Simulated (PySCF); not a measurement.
TDDFT excited states: C5H9NO2

Compound: C₅H₉NO₂.
SMILES: `C=NC[C@@H](C=O)OC`

Method used: TDDFT B3LYP/def2-SVPD, vertical, gas phase, core orbitals frozen in the response (PySCF 2.14.0, density-fitted response routines). The structure is a single GFN2-xTB conformer in the gas phase; no vibrational or solvent corrections. Torsions of this conformer, `[CH2:1]=[N:2][CH2:3][C@@H:4]([CH:5]=[O:6])[O:7][CH3:8]`: C1–N2–C3–C4 -117°, N2–C3–C4–C5 158°, C3–C4–C5–O6 -43°, C3–C4–O7–C8 73°.

**Question.** List the vertical singlet excitations with oscillator strengths and describe the spectrum.

**Answer.** 

| state | λ (nm) | E (eV) | f | main configurations (H = HOMO, L = LUMO) |
| --- | --- | --- | --- | --- |
| S1 | 296.1 | 4.19 | 0.0008 | H-1→L (63%), H→L (31%) |
| S2 | 262.6 | 4.72 | 0.0040 | H→L+1 (61%), H→L (16%) |
| S3 | 250.5 | 4.95 | 0.0003 | H→L (51%), H→L+1 (19%), H-1→L (18%) |
| S4 | 228.0 | 5.44 | 0.0093 | H-2→L (86%), H-1→L (10%) |
| S5 | 213.7 | 5.80 | 0.040 | H-1→L+1 (63%), H-2→L+1 (17%), H→L+1 (17%) |
| S6 | 206.3 | 6.01 | 0.0032 | H-2→L+1 (74%), H-1→L+1 (24%) |
| S7 | 186.2 | 6.66 | 0.0039 | H-3→L (90%) |
| S8 | 181.2 | 6.84 | 0.010 | H→L+2 (95%) |

Triplets, Tamm–Dancoff:

```csv
state,E (eV),λ (nm),"main configurations (H = HOMO, L = LUMO)"
T1,3.62,342.9,"H-1→L (69%), H→L (22%)"
T2,3.98,311.6,"H→L+1 (69%), H-1→L+1 (12%), H-2→L+1 (11%)"
T3,4.82,257.1,"H→L (65%), H-2→L (18%), H-1→L (10%)"
```

The lowest singlet comes at 296 nm (404 kJ/mol) in the ultraviolet; it is very weak; its leading configuration is HOMO-1→LUMO (63%). The strongest level in the table is S5 at 5.80 eV (214 nm, f = 0.040). Löwdin shares by element: HOMO nitrogen 36%, oxygen 17% or more, carbon 16% or more (atoms not listed hold the other 32%); LUMO carbon 50% or more, oxygen 33% or more, hydrogen 6% or more. Weighted by f, the mean energy of these states is 5.87 eV. Of the 8 states listed, 1 reaches f = 0.01 and 1 stays under 0.0005. Orbital energies (eV): HOMO-3 -9.01, HOMO-2 -7.78, HOMO-1 -7.54, HOMO -7.10, LUMO -1.43, LUMO+1 -0.92, LUMO+2 0.57. Only the lowest 8 singlets were computed, as vertical energies without vibronic structure.
